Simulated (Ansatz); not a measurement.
A structure relaxed at B3LYP-D4/def2-TZVPD in Ansatz, charge -1, singlet:

```xyz
3

Ga   -1.1354    1.0153   -0.6459
Sb    0.6357   -1.1697   -0.8373
Sb    0.4997    0.1544    1.4832
```

Question: Give its formula and point group.

Answer: the cluster GaSb₂⁻. Point group C2v (tolerance 0.1 Å).

Question: Summarise the bond lengths by kind (pairs closer than 1.2 times the sum of covalent radii, bridged metal pairs left out).

Answer: 2 × Ga–Sb 2.82 Å; 1 × Sb–Sb 2.68 Å.

In the def2 sets Sb takes a core potential; there is no spin–orbit coupling. The structure comes from a short search, and lower isomers may exist.
